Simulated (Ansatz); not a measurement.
**Molecular dynamics of Ba₁₆O**

input.yaml

```yaml
crystal:
  lattice:
    - [10.04, 0.0, 0.0]
    - [0.0, 10.04, 0.0]
    - [0.0, 0.0, 10.04]
  atoms:
    - { symbol: Ba, position: [0.00035328, -0.01475831, -0.01043271] }
    - { symbol: Ba, position: [0.50083459, 0.00235682, -0.00630041] }
    - { symbol: Ba, position: [0.00017693, 0.49870076, 0.02934721] }
    - { symbol: Ba, position: [0.00034372, -0.01491329, 0.51010527] }
    - { symbol: Ba, position: [0.22083248, 0.25125035, 0.24999078] }
    - { symbol: Ba, position: [0.50092465, 0.50069334, 0.00165506] }
    - { symbol: Ba, position: [0.50083432, 0.00233238, 0.50595625] }
    - { symbol: Ba, position: [0.78005868, 0.25086728, 0.24995056] }
    - { symbol: Ba, position: [0.00022045, 0.49882107, 0.47036569] }
    - { symbol: Ba, position: [0.26078466, 0.76444681, 0.24990735] }
    - { symbol: Ba, position: [0.24885297, 0.24903584, 0.74969006] }
    - { symbol: Ba, position: [0.50094136, 0.50075622, 0.49798535] }
    - { symbol: Ba, position: [0.74038893, 0.76480623, 0.24991906] }
    - { symbol: Ba, position: [0.75242641, 0.24888653, 0.74967524] }
    - { symbol: Ba, position: [0.25673651, 0.74736209, 0.74975042] }
    - { symbol: Ba, position: [0.74448122, 0.74738157, 0.7497512] }
    - { symbol: O, position: [0.00052175, 0.3750332, 0.24987743] }
basis:
  ecutwfc: 420.0
kpoints:
  mp_grid: { grid: [1, 1, 1] }
hamiltonian:
  xc: pbe
scf:
  occupations: { method: fermi_dirac, width: 0.15 }
  lower_state_search: "off"
  max_iter: 59
md:
  timestep: 6.0
  n_steps: 200
  ensemble: nvt_langevin
  temperature: 900.0
  initial_velocities: maxwell_boltzmann
  seed: 848787
  friction: 0.005
```

Launched with:

```bash
$ ansatz run input.yaml --threads 2 --pin off --max-ram 5120MiB --backend cpu --events-out ev --progress --plain --runs-dir out
```

It starts from a partly relaxed structure (largest force component 0.06 eV/Å).

Output, in part (step lines):

```
md step     0: t =     0.00 fs  T =   847.1 K  F+E_penalty+E_count = -95766.87188569 eV  E_kin = 1.861344 eV  (9 SCF iters)
md step     1: t =     6.00 fs  T =   809.2 K  F+E_penalty+E_count = -95766.84971654 eV  E_kin = 1.778120 eV  (9 SCF iters)
md step     2: t =    12.00 fs  T =   767.3 K  F+E_penalty+E_count = -95766.79524738 eV  E_kin = 1.686153 eV  (9 SCF iters)
md step     3: t =    18.00 fs  T =   745.9 K  F+E_penalty+E_count = -95766.72052233 eV  E_kin = 1.639118 eV  (8 SCF iters)
md step     4: t =    24.00 fs  T =   761.1 K  F+E_penalty+E_count = -95766.63261741 eV  E_kin = 1.672481 eV  (8 SCF iters)
md step     5: t =    30.00 fs  T =   619.1 K  F+E_penalty+E_count = -95766.55072897 eV  E_kin = 1.360527 eV  (6 SCF iters)
md step     6: t =    36.00 fs  T =   653.8 K  F+E_penalty+E_count = -95766.47853153 eV  E_kin = 1.436773 eV  (6 SCF iters)
md step     7: t =    42.00 fs  T =   599.0 K  F+E_penalty+E_count = -95766.40606521 eV  E_kin = 1.316200 eV  (9 SCF iters)
[... lines left out ...]
md step   200: t =  1200.00 fs  T =   641.3 K  F+E_penalty+E_count = -95764.82297500 eV  E_kin = 1.409102 eV  (9 SCF iters)
```

The steps, from the saved trajectory:

```json
{"time (fs)": "0", "T (K)": "847", "potential energy less start (eV)": "0.000"}
{"time (fs)": "36", "T (K)": "654", "potential energy less start (eV)": "0.393"}
{"time (fs)": "72", "T (K)": "577", "potential energy less start (eV)": "0.879"}
{"time (fs)": "108", "T (K)": "336", "potential energy less start (eV)": "1.301"}
{"time (fs)": "144", "T (K)": "430", "potential energy less start (eV)": "1.346"}
{"time (fs)": "180", "T (K)": "663", "potential energy less start (eV)": "1.469"}
{"time (fs)": "216", "T (K)": "1057", "potential energy less start (eV)": "1.450"}
{"time (fs)": "252", "T (K)": "1065", "potential energy less start (eV)": "1.802"}
{"time (fs)": "288", "T (K)": "701", "potential energy less start (eV)": "2.293"}
{"time (fs)": "324", "T (K)": "780", "potential energy less start (eV)": "2.564"}
{"time (fs)": "360", "T (K)": "758", "potential energy less start (eV)": "2.333"}
{"time (fs)": "396", "T (K)": "842", "potential energy less start (eV)": "1.908"}
{"time (fs)": "432", "T (K)": "853", "potential energy less start (eV)": "1.901"}
{"time (fs)": "468", "T (K)": "1026", "potential energy less start (eV)": "1.745"}
{"time (fs)": "504", "T (K)": "1074", "potential energy less start (eV)": "2.068"}
{"time (fs)": "540", "T (K)": "827", "potential energy less start (eV)": "2.325"}
{"time (fs)": "576", "T (K)": "682", "potential energy less start (eV)": "2.669"}
{"time (fs)": "612", "T (K)": "873", "potential energy less start (eV)": "1.900"}
{"time (fs)": "648", "T (K)": "1125", "potential energy less start (eV)": "1.672"}
{"time (fs)": "684", "T (K)": "1272", "potential energy less start (eV)": "1.428"}
{"time (fs)": "720", "T (K)": "1117", "potential energy less start (eV)": "2.006"}
{"time (fs)": "756", "T (K)": "736", "potential energy less start (eV)": "2.290"}
{"time (fs)": "792", "T (K)": "786", "potential energy less start (eV)": "2.332"}
{"time (fs)": "828", "T (K)": "913", "potential energy less start (eV)": "2.290"}
{"time (fs)": "864", "T (K)": "983", "potential energy less start (eV)": "1.967"}
{"time (fs)": "900", "T (K)": "1001", "potential energy less start (eV)": "1.834"}
{"time (fs)": "936", "T (K)": "1058", "potential energy less start (eV)": "1.665"}
{"time (fs)": "972", "T (K)": "839", "potential energy less start (eV)": "1.784"}
{"time (fs)": "1008", "T (K)": "904", "potential energy less start (eV)": "1.777"}
{"time (fs)": "1044", "T (K)": "716", "potential energy less start (eV)": "2.069"}
{"time (fs)": "1080", "T (K)": "822", "potential energy less start (eV)": "1.646"}
{"time (fs)": "1116", "T (K)": "628", "potential energy less start (eV)": "1.752"}
{"time (fs)": "1152", "T (K)": "623", "potential energy less start (eV)": "1.910"}
{"time (fs)": "1188", "T (K)": "635", "potential energy less start (eV)": "2.030"}
```

All steps were run. A run of 1.2 ps of so small a system gives no equilibrium averages. Limits of this set-up: coarse k mesh, a small cell, in which the defect meets its images.

Mean squared displacements from the first frame to the last, about the centre of mass: Ba 0.20 Å², O 0.60 Å².

Last frame:

```xyz
17
Lattice="10.0400 0.0000 0.0000 0.0000 10.0400 0.0000 0.0000 0.0000 10.0400" Properties=species:S:1:pos:R:3
Ba 0.240 -0.357 -0.128
Ba 5.779 -0.260 0.347
Ba 0.261 4.817 0.220
Ba 0.357 -0.195 5.128
Ba 2.503 2.353 2.265
Ba 5.603 4.991 0.224
Ba 5.388 -0.212 4.435
Ba 8.247 2.162 2.952
Ba 0.462 4.322 5.166
Ba 2.408 7.645 2.409
Ba 3.470 2.128 7.573
Ba 5.199 4.861 4.601
Ba 7.998 7.264 2.768
Ba 7.478 2.015 7.771
Ba 2.993 7.318 7.775
Ba 7.577 7.291 7.446
O 0.235 2.956 2.016
```

The run took 8.9 min on 2 threads of Intel(R) Xeon(R) Platinum 8488C (Sapphire Rapids), with other jobs on the host, peak memory 0.96 GiB.
